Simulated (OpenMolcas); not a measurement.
## Lines of Ni3+: computed and rescaled rates

- Program: OpenMolcas
- Method: MS-CASPT2, IPEA 0.25 Eh, imaginary shift 0.1 Eh (closed shells correlated: 3s 3p)
- Basis: ANO-RCC-VQZP [7s6p4d3f2g1h]
- Scalar Hamiltonian: DKH2, point nucleus
- Active space: 7 electrons in 5 orbitals (3d)
- State averaging: 2S+1 = 4 even, 10 roots; 2S+1 = 2 even, 40 roots
- Spin-orbit coupling: RASSI with atomic mean-field integrals over the reference wave functions, term energies averaged over their components

Rates come from the transition moments of the reference wave functions (E1 and E2 in the length form). At fixed line strength A goes as λ^-3 for E1 and M1 and as λ^-5 for E2, so a rate at the computed wavelength can be rescaled to the measured one. Measured vacuum wavelengths follow from level energies in Corliss and Sugar, J. Phys. Chem. Ref. Data 10, 197 (1981). Branching counts decays inside the model space alone, at computed energies, and the table is only a selection of the E2 and M1 lines, drawn from those between levels with measured partners whose computed energy lies within a factor of 1.5 of the measured one.

```json
{"Upper": "3d⁷ ²D_3/2(2)", "Lower": "3d⁷ ²G_7/2", "Type": "E2", "λ computed (nm)": "209.6", "λ measured (nm)": "215.5", "A computed (s-1)": "1.02e+01", "A rescaled (s-1)": "8.88e+00", "Branching %": "58.1"}
{"Upper": "3d⁷ ²D_5/2(2)", "Lower": "3d⁷ ²G_9/2", "Type": "E2", "λ computed (nm)": "202.5", "λ measured (nm)": "207.6", "A computed (s-1)": "1.01e+01", "A rescaled (s-1)": "8.92e+00", "Branching %": "49.7"}
{"Upper": "3d⁷ ²D_5/2(1)", "Lower": "3d⁷ ⁴F_7/2", "Type": "M1", "λ computed (nm)": "389.1", "λ measured (nm)": "386", "A computed (s-1)": "1.70e+00", "A rescaled (s-1)": "", "Branching %": "78.4"}
{"Upper": "3d⁷ ²D_3/2(1)", "Lower": "3d⁷ ⁴F_5/2", "Type": "M1", "λ computed (nm)": "377.2", "λ measured (nm)": "374", "A computed (s-1)": "1.63e+00", "A rescaled (s-1)": "", "Branching %": "53.7"}
{"Upper": "3d⁷ ²G_9/2", "Lower": "3d⁷ ⁴F_9/2", "Type": "M1", "λ computed (nm)": "516.5", "λ measured (nm)": "504.3", "A computed (s-1)": "8.69e-01", "A rescaled (s-1)": "", "Branching %": "76.7"}
{"Upper": "3d⁷ ²D_3/2(1)", "Lower": "3d⁷ ⁴F_3/2", "Type": "M1", "λ computed (nm)": "385.5", "λ measured (nm)": "382.3", "A computed (s-1)": "8.41e-01", "A rescaled (s-1)": "", "Branching %": "27.8"}
{"Upper": "3d⁷ ²P_1/2", "Lower": "3d⁷ ⁴P_1/2", "Type": "M1", "λ computed (nm)": "2024", "λ measured (nm)": "1757", "A computed (s-1)": "3.42e-01", "A rescaled (s-1)": "", "Branching %": "92.8"}
{"Upper": "3d⁷ ²G_7/2", "Lower": "3d⁷ ⁴F_7/2", "Type": "M1", "λ computed (nm)": "518.1", "λ measured (nm)": "506.1", "A computed (s-1)": "3.32e-01", "A rescaled (s-1)": "", "Branching %": "53.1"}
{"Upper": "3d⁷ ²F_7/2", "Lower": "3d⁷ ²G_7/2", "Type": "M1", "λ computed (nm)": "429.2", "λ measured (nm)": "436.5", "A computed (s-1)": "3.30e-01", "A rescaled (s-1)": "", "Branching %": "26.4"}
{"Upper": "3d⁷ ²H_9/2", "Lower": "3d⁷ ²G_9/2", "Type": "M1", "λ computed (nm)": "1208", "λ measured (nm)": "1274", "A computed (s-1)": "3.27e-01", "A rescaled (s-1)": "", "Branching %": "72.3"}
{"Upper": "3d⁷ ²P_3/2", "Lower": "3d⁷ ⁴P_5/2", "Type": "M1", "λ computed (nm)": "2055", "λ measured (nm)": "1808", "A computed (s-1)": "2.79e-01", "A rescaled (s-1)": "", "Branching %": "36.7"}
{"Upper": "3d⁷ ²F_5/2", "Lower": "3d⁷ ⁴F_3/2", "Type": "M1", "λ computed (nm)": "245.7", "λ measured (nm)": "245", "A computed (s-1)": "2.75e-01", "A rescaled (s-1)": "", "Branching %": "32.1"}
{"Upper": "3d⁷ ²F_7/2", "Lower": "3d⁷ ⁴F_9/2", "Type": "M1", "λ computed (nm)": "228.5", "λ measured (nm)": "228", "A computed (s-1)": "2.72e-01", "A rescaled (s-1)": "", "Branching %": "21.8"}
{"Upper": "3d⁷ ²G_9/2", "Lower": "3d⁷ ⁴F_7/2", "Type": "M1", "λ computed (nm)": "549.4", "λ measured (nm)": "536.5", "A computed (s-1)": "2.63e-01", "A rescaled (s-1)": "", "Branching %": "23.3"}
{"Upper": "3d⁷ ²G_7/2", "Lower": "3d⁷ ⁴F_5/2", "Type": "M1", "λ computed (nm)": "541.7", "λ measured (nm)": "529", "A computed (s-1)": "2.42e-01", "A rescaled (s-1)": "", "Branching %": "38.6"}
{"Upper": "3d⁷ ²H_11/2", "Lower": "3d⁷ ²G_9/2", "Type": "M1", "λ computed (nm)": "1372", "λ measured (nm)": "1466", "A computed (s-1)": "1.02e-01", "A rescaled (s-1)": "", "Branching %": "98.1"}
{"Upper": "3d⁷ ²H_9/2", "Lower": "3d⁷ ²G_7/2", "Type": "M1", "λ computed (nm)": "1393", "λ measured (nm)": "1486", "A computed (s-1)": "9.53e-02", "A rescaled (s-1)": "", "Branching %": "21.1"}
{"Upper": "3d⁷ ⁴P_5/2", "Lower": "3d⁷ ⁴F_9/2", "Type": "E2", "λ computed (nm)": "544.5", "λ measured (nm)": "551.9", "A computed (s-1)": "7.43e-02", "A rescaled (s-1)": "6.95e-02", "Branching %": "71.8"}
{"Upper": "3d⁷ ⁴F_7/2", "Lower": "3d⁷ ⁴F_9/2", "Type": "M1", "λ computed (nm)": "8619", "λ measured (nm)": "8405", "A computed (s-1)": "5.28e-02", "A rescaled (s-1)": "5.69e-02", "Branching %": "100.0"}
{"Upper": "3d⁷ ⁴P_1/2", "Lower": "3d⁷ ⁴F_3/2", "Type": "E2", "λ computed (nm)": "600.2", "λ measured (nm)": "612.1", "A computed (s-1)": "3.76e-02", "A rescaled (s-1)": "3.41e-02", "Branching %": "47.9"}
{"Upper": "3d⁷ ⁴P_3/2", "Lower": "3d⁷ ⁴F_7/2", "Type": "E2", "λ computed (nm)": "574.3", "λ measured (nm)": "582.2", "A computed (s-1)": "3.74e-02", "A rescaled (s-1)": "3.49e-02", "Branching %": "55.1"}
{"Upper": "3d⁷ ⁴F_5/2", "Lower": "3d⁷ ⁴F_7/2", "Type": "M1", "λ computed (nm)": "11920", "λ measured (nm)": "11730", "A computed (s-1)": "3.42e-02", "A rescaled (s-1)": "3.59e-02", "Branching %": "100.0"}
{"Upper": "3d⁷ ⁴P_1/2", "Lower": "3d⁷ ⁴F_5/2", "Type": "E2", "λ computed (nm)": "580.3", "λ measured (nm)": "591.2", "A computed (s-1)": "2.88e-02", "A rescaled (s-1)": "2.62e-02", "Branching %": "36.7"}
{"Upper": "3d⁷ ⁴P_3/2", "Lower": "3d⁷ ⁴F_5/2", "Type": "E2", "λ computed (nm)": "603.3", "λ measured (nm)": "612.6", "A computed (s-1)": "2.14e-02", "A rescaled (s-1)": "1.98e-02", "Branching %": "31.5"}
{"Upper": "3d⁷ ⁴F_3/2", "Lower": "3d⁷ ⁴F_5/2", "Type": "M1", "λ computed (nm)": "17550", "λ measured (nm)": "17280", "A computed (s-1)": "1.20e-02", "A rescaled (s-1)": "1.26e-02", "Branching %": "100.0"}
```

Spin-changing lines and M1 lines between different terms are not rescaled, since their strength hangs on the term gaps too.

The largest correction is for 3d⁷ ²D_3/2(2) → 3d⁷ ²G_7/2 (E2): 1.02e+01 × (209.6 / 215.5)^5 = 8.88e+00 s-1, a factor of 0.87.

The computed rate and branching of 3d⁷ ⁴F_7/2 → 3d⁷ ⁴F_9/2 give the upper level a radiative lifetime of 1.000 / 5.28e-02 s-1 = 1.89e+01 s, counting decays inside the model space alone. The rescaled rate gives about 1.8e+01 s.

These are rates of the free ion; in crystals, glasses and complexes forced electric-dipole and non-radiative decay shorten such lifetimes by orders of magnitude. No measured rate stands beside these. Rescaling mends the energy factor alone: line strengths can still be far off where a level mixes with configurations outside the active space, and weak or spin-changing lines hang on small mixing coefficients that depend on the term gaps too, so rescaling need not improve them.

CASPT2 breaks the degeneracy within a term, and the mean is taken; among the terms shown or strongly mixed into the levels shown the widest spread is 1200 cm-1 (3d⁷ ⁴F). The CASPT2 spread within a term exceeds the gap to the next term for 3d⁷ ²H and 3d⁷ ²D(1), so the order of their levels is uncertain. Computed and measured levels are paired by configuration, term and J; levels that our copy of the source lacks, or whose pairing is in doubt (as where it misses far off the trend of its configuration), stay unpaired. Only configurations of the active space appear.

A number in round brackets counts repeated terms of one configuration in the order of the reference energies.
